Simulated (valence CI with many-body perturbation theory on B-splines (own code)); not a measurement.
**E1 line list for Pb LXXVI**

Calculated by valence CI with perturbative core correlation (CI+MBPT): five valence electrons over a frozen Dirac-Fock core [He], radial functions for each j: 11 s, 11 p, 10 d, 8 f, 5 g, 2 h, with the one-electron correlation potential Σ1 (screened to all orders), the two-electron term Σ2, the three-electron term Σ3, Breit, model QED; selected single and double excitations, second order for the rest, scaled by the run's own slope (own B-spline code, finite nucleus).

No measured spectrum was set against this ion. As an estimate, large intervals hold to a few tenths of a per cent, small ones and those within an open d or f shell to about a per cent. Among the levels kept, up to 7700 cm⁻¹ of a level comes from second order outside the variational space, and about a tenth of that is noise between levels of different J, which matters for small intervals.

Lines 51 to 100 of 600 in falling wavelength, among levels below 17129 eV, chosen from the strongest by gf and those to the six lowest levels. Wavelengths and rates use the calculated energies. Electric multipoles are in the length gauge with retardation, E1 and E2 with the static RPA response of the core. Weak lines are less certain than strong ones. Lines between different terms over intervals too small for the method are left out, as are lines whose strength nearly cancels. The highest levels of a list are the least certain.

Levels are named by their leading jj configuration (3d3/2^4 stands for four electrons in 3d with j = 3/2), which in mixed levels can hold well under half, so a name can repeat and another be missing. Letters in brackets count levels of one name in rising energy.

```
λ vac (nm)                               Upper                               Lower   A (s⁻¹)  log gf  Branch %
     3.025          (2s 2p1/2^2 2p3/2^2) J=5/2          (2s^2 2p1/2 2p3/2^2) J=3/2  3.94e+10   -1.49       0.5
     2.774          (2s 2p1/2^2 2p3/2^2) J=1/2          (2s^2 2p1/2 2p3/2^2) J=1/2  9.20e+10   -1.67       0.3
     2.465       (2p1/2^2 2p3/2^2 3p3/2) J=7/2      (2s 2p1/2 2p3/2^2 3p3/2) J=9/2  1.38e+11   -1.00       0.0
     2.425          (2s 2p1/2^2 2p3/2^2) J=3/2          (2s^2 2p1/2 2p3/2^2) J=5/2  1.08e+11   -1.42       0.2
     2.321          (2s 2p1/2^2 2p3/2^2) J=3/2          (2s^2 2p1/2 2p3/2^2) J=3/2  3.28e+10   -1.97       0.1
     1.674          (2s^2 2p3/2^2 3d5/2) J=9/2         (2s 2p1/2 2p3/2^2 3s) J=7/2  2.23e+11   -1.03      19.1
     1.654  (2s 2p1/2 2p3/2^2 3d3/2) J=5/2 [e]  (2s 2p1/2 2p3/2^2 3p1/2) J=3/2 [d]  1.39e+12   -0.47       0.1
     1.651  (2s 2p1/2 2p3/2^2 3d3/2) J=3/2 [e]  (2s 2p1/2 2p3/2^2 3p1/2) J=1/2 [c]  9.51e+11   -0.81       0.0
     1.648  (2s^2 2p1/2 2p3/2 3d3/2) J=5/2 [b]  (2s^2 2p1/2 2p3/2 3p1/2) J=3/2 [b]  1.44e+12   -0.45       0.0
     1.648  (2s 2p1/2 2p3/2^2 3d3/2) J=7/2 [b]  (2s 2p1/2 2p3/2^2 3p1/2) J=5/2 [b]  1.12e+12   -0.44       0.1
     1.637  (2s 2p1/2 2p3/2^2 3d3/2) J=5/2 [b]  (2s 2p1/2 2p3/2^2 3p1/2) J=5/2 [b]  1.78e+12   -0.37       0.1
     1.637  (2s 2p1/2 2p3/2^2 3d3/2) J=3/2 [f]  (2s 2p1/2 2p3/2^2 3p1/2) J=3/2 [d]  1.19e+12   -0.72       0.0
     1.636  (2s^2 2p1/2 2p3/2 3d3/2) J=3/2 [b]  (2s^2 2p1/2 2p3/2 3p1/2) J=3/2 [b]  1.60e+12   -0.59       0.1
     1.626  (2s 2p1/2 2p3/2^2 3p3/2) J=5/2 [a]     (2s 2p1/2 2p3/2^2 3s) J=3/2 [a]  1.65e+12   -0.41       0.5
     1.622  (2s 2p1/2 2p3/2^2 3p3/2) J=7/2 [b]     (2s 2p1/2 2p3/2^2 3s) J=5/2 [b]  1.48e+12   -0.33       0.5
     1.622  (2s 2p1/2 2p3/2^2 3d3/2) J=3/2 [b]  (2s 2p1/2 2p3/2^2 3p1/2) J=5/2 [b]  2.33e+12   -0.43       0.1
     1.614          (2s^2 2p3/2^2 3d5/2) J=1/2     (2s 2p1/2 2p3/2^2 3s) J=3/2 [a]  1.28e+12   -1.00       0.1
     1.611  (2s^2 2p1/2 2p3/2 3d3/2) J=1/2 [b]  (2s^2 2p1/2 2p3/2 3p1/2) J=3/2 [b]  1.99e+12   -0.81       0.1
     1.611  (2s 2p1/2 2p3/2^2 3p3/2) J=3/2 [e]     (2s 2p1/2 2p3/2^2 3s) J=1/2 [c]  1.57e+12   -0.61       0.4
     1.610  (2s^2 2p1/2 2p3/2 3d3/2) J=5/2 [a]      (2s^2 2p1/2 2p3/2 3p1/2) J=5/2  5.03e+11   -0.93       0.2
     1.605  (2s 2p1/2 2p3/2^2 3p3/2) J=1/2 [c]     (2s 2p1/2 2p3/2^2 3s) J=1/2 [c]  3.06e+12   -0.63       0.4
     1.603       (2p1/2^2 2p3/2^2 3p3/2) J=5/2          (2p1/2^2 2p3/2^2 3s) J=3/2  1.68e+12   -0.41       0.3
     1.603  (2s 2p1/2 2p3/2^2 3p3/2) J=1/2 [a]     (2s 2p1/2 2p3/2^2 3s) J=3/2 [a]  2.38e+12   -0.74       0.3
     1.601       (2p1/2^2 2p3/2^2 3p3/2) J=1/2          (2p1/2^2 2p3/2^2 3s) J=3/2  3.51e+12   -0.57       0.5
     1.601  (2s 2p1/2^2 2p3/2 3p3/2) J=3/2 [a]     (2s 2p1/2^2 2p3/2 3s) J=3/2 [a]  2.87e+12   -0.36       0.6
     1.599  (2s 2p1/2^2 2p3/2 3d3/2) J=5/2 [a]      (2s 2p1/2^2 2p3/2 3p1/2) J=5/2  1.41e+12   -0.49       0.6
     1.599  (2s 2p1/2^2 2p3/2 3d3/2) J=5/2 [a]  (2s 2p1/2^2 2p3/2 3p1/2) J=3/2 [a]  1.23e+12   -0.55       0.5
     1.598  (2s^2 2p1/2 2p3/2 3p3/2) J=3/2 [a]     (2s^2 2p1/2 2p3/2 3s) J=3/2 [b]  1.75e+12   -0.57      19.0
     1.597  (2s 2p1/2^2 2p3/2 3d3/2) J=3/2 [b]  (2s 2p1/2^2 2p3/2 3p1/2) J=3/2 [b]  1.09e+12   -0.78       0.4
     1.595  (2s 2p1/2 2p3/2^2 3p3/2) J=5/2 [c]     (2s 2p1/2 2p3/2^2 3s) J=3/2 [d]  1.60e+12   -0.44       0.3
     1.595  (2s 2p1/2 2p3/2^2 3p3/2) J=7/2 [c]     (2s 2p1/2 2p3/2^2 3s) J=5/2 [c]  3.76e+12    0.06       0.7
     1.594  (2s 2p1/2^2 2p3/2 3d3/2) J=3/2 [b]      (2s 2p1/2^2 2p3/2 3p1/2) J=1/2  1.42e+12   -0.67       0.5
     1.593          (2s^2 2p3/2^2 3p3/2) J=5/2             (2s^2 2p3/2^2 3s) J=3/2  1.86e+12   -0.37      11.7
     1.593  (2s 2p1/2 2p3/2^2 3d3/2) J=5/2 [a]  (2s 2p1/2 2p3/2^2 3p1/2) J=5/2 [a]  1.44e+12   -0.48       0.3
     1.591          (2s^2 2p3/2^2 3p3/2) J=1/2             (2s^2 2p3/2^2 3s) J=3/2  3.90e+12   -0.53      21.9
     1.591  (2s 2p1/2 2p3/2^2 3d3/2) J=5/2 [c]  (2s 2p1/2 2p3/2^2 3p1/2) J=5/2 [c]  4.20e+11   -1.02       0.1
     1.589          (2s^2 2p3/2^2 3d3/2) J=7/2          (2s^2 2p3/2^2 3p1/2) J=5/2  2.69e+12   -0.09       0.1
     1.588      (2s^2 2p3/2^2 3d3/2) J=3/2 [a]          (2s^2 2p3/2^2 3p1/2) J=3/2  2.10e+12   -0.50       0.1
     1.588          (2s^2 2p3/2^2 3d3/2) J=5/2          (2s^2 2p3/2^2 3p1/2) J=5/2  1.42e+12   -0.49       0.1
     1.587  (2s 2p1/2 2p3/2^2 3d3/2) J=7/2 [c]  (2s 2p1/2 2p3/2^2 3p1/2) J=5/2 [c]  2.23e+12   -0.17       3.2
     1.587  (2s 2p1/2^2 2p3/2 3d3/2) J=5/2 [b]  (2s 2p1/2^2 2p3/2 3p1/2) J=3/2 [b]  2.71e+12   -0.21       1.7
     1.585  (2s 2p1/2^2 2p3/2 3d3/2) J=3/2 [a]  (2s 2p1/2^2 2p3/2 3p1/2) J=3/2 [a]  2.16e+12   -0.49       0.4
     1.585  (2s^2 2p1/2 2p3/2 3d3/2) J=3/2 [a]  (2s^2 2p1/2 2p3/2 3p1/2) J=3/2 [a]  1.05e+12   -0.80       0.1
     1.584          (2s^2 2p3/2^2 3d3/2) J=5/2          (2s^2 2p3/2^2 3p1/2) J=3/2  1.26e+12   -0.55       0.1
     1.584          (2s^2 2p1/2^2 3d3/2) J=3/2          (2s^2 2p1/2^2 3p1/2) J=1/2  2.69e+12   -0.39       0.7
     1.584  (2s 2p1/2 2p3/2^2 3d3/2) J=3/2 [c]  (2s 2p1/2 2p3/2^2 3p1/2) J=1/2 [a]  2.40e+12   -0.44       0.6
     1.584      (2s^2 2p3/2^2 3d3/2) J=3/2 [b]          (2s^2 2p3/2^2 3p1/2) J=1/2  2.63e+12   -0.40       0.1
     1.583  (2s^2 2p1/2 2p3/2 3d3/2) J=5/2 [a]  (2s^2 2p1/2 2p3/2 3p1/2) J=3/2 [a]  2.14e+12   -0.32       0.7
     1.582  (2s 2p1/2 2p3/2^2 3p3/2) J=5/2 [c]     (2s 2p1/2 2p3/2^2 3s) J=3/2 [b]  1.96e+12   -0.35       0.3
     1.581  (2s 2p1/2^2 2p3/2 3p3/2) J=5/2 [b]     (2s 2p1/2^2 2p3/2 3s) J=3/2 [b]  3.59e+12   -0.09       0.9
```

(1) How does gf follow from A for the line at 1.674 nm?

Answers

(1) gf = 1.4992 × (2J+1)_upper × A / σ², with σ = 5973465 cm⁻¹ and 2J+1 = 10: gf = 0.0935.
